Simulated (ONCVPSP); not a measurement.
# Before and after: ONCV potential for magnesium

```
Element                 : magnesium
Generator               : ONCVPSP 4.0.1
Type                    : optimised norm-conserving Vanderbilt (ONCV)
Functional              : LDA (Perdew-Wang 92)
Relativity              : scalar-relativistic
Frozen core             : [He] 2s2
Valence charge          : 8
Reference configuration : 2p6 3s1 (charge +1)
Partial waves           : 3s: rc 2.45 bohr, ncon 4, nbas 8, qcut 2.5 1/bohr, 2 projectors, debl 1.1 Ha; 2p: rc 0.95 bohr, ncon 4, nbas 8, qcut 16.2 1/bohr, 2 projectors, debl 1.1 Ha; d scattering state at 0.02 Ha: rc 2.10 bohr, ncon 4, nbas 8, qcut 5.4 1/bohr, 2 projectors, debl 0.5 Ha
Local potential         : polynomial inside 0.85 bohr (lpopt 4, dvloc0 1 Ha)
Core correction         : Teter function, fcfact 1.75, rcfact 1.45
```

In the p channel the program set the typed energies aside and used -2.052, 0.250 Ha.

All-electron outer shells of the reference configuration (LDA (PZ), scalar-relativistic, ld1.x):

| shell | level (eV) | outermost node (bohr) | outermost maximum (bohr) |
| --- | --- | --- | --- |
| 2s | -88.40 | 0.18 | 0.55 |
| 2p | -55.81 | – | 0.48 |
| 3s | -11.53 | 0.90 | 2.35 |

Change: s: qcut 3.1; p: qcut 20.1; d: qcut 6.7.

Cutoffs: the cutoffs (Ha) at which the residual kinetic energy of the hardest occupied pseudo-wave falls to 1 and 0.1 mHa per electron; they do not see the model core or the augmentation charge, which bear on the density cutoff. Errors are all-electron minus pseudo energies relative to the spin-unpolarised reference configuration.

What does the change do?

The potential gets harder (90 Ha and 104 Ha → 106 Ha and 124 Ha); of the 4 tests that both files solve, the error grows in 4 and shrinks in 0 by more than 15 % and 0.3 meV (median size 2.3 → 8.2 meV); neither file shows a bound ghost.

| quantity | base | changed |
| --- | --- | --- |
| cutoff, loose | 90 Ha | 106 Ha |
| cutoff, tight | 104 Ha | 124 Ha |
| loose cutoff by channel | s 4.3 Ha, p 90 Ha | s 3.8 Ha, p 106 Ha |
| bound ghosts | none | none |
| GHOST(+) flags under 300 eV | s at 44.3 eV | s at 45.5 eV |
| error for 2p6 3s2, meV [ΔE -8.07 eV] | +1.3 | +3.3 |
| error for 2p6 3s0, meV [ΔE 15.04 eV] | +3.3 | +13 |
| error for 2p6 3s1.5, meV [ΔE -4.88 eV] | +0.4 | +1.2 |
| error for 2p5 3s2, meV [ΔE 50.59 eV] | -297 | -482 |
| s: phases at 2.48 bohr within 0.05 rad from the reference energy up to (Ha; the scan ends near 5) | n/a | n/a |
| p: phases at 0.96 bohr within 0.05 rad from the reference energy up to (Ha; the scan ends near 5) | to the end of the scan | to the end of the scan |
| d: phases at 2.14 bohr within 0.05 rad from the reference energy up to (Ha; the scan ends near 5) | 2.9 | 3.2 |
| rms error of d²Exc/dni dnj with the model core, mHa | 7.75 | 7.90 |
